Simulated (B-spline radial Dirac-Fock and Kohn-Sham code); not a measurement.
Z = 69 (thulium), transition energy 39.8 keV. Model: a Dirac-Hartree-Slater potential of the neutral atom with a Latter tail (no hole, which puts coefficients of high multipoles low close above an edge), finite nucleus with surface currents. Program: a radial finite-basis atomic code. The K shell is not open to conversion at this energy. Subshells that would emit electrons below 1 keV are left out.

Question: A pure transition shows α(L) = 315000, L1/L2 = 0.0183 and L1/L3 = 0.0165. What is its multipolarity?
A. M1
B. E1
C. M3
D. M2
E. E2
F. M4
G. E4
H. E3

Answer: G. For comparison, α(L), L1/L2, L1/L3 are E1 0.590, 1.84, 1.37; E2 132, 0.00945, 0.00793; E3 9250, 0.0160, 0.0142; M1 5.90, 10.6, 70.2; M2 339, 11.7, 2.40; M3 20600, 9.65, 0.307; M4 839000, 7.82, 0.112.

Values without a named source are computed, but for edge energies of neutral atoms, which are taken from tables.
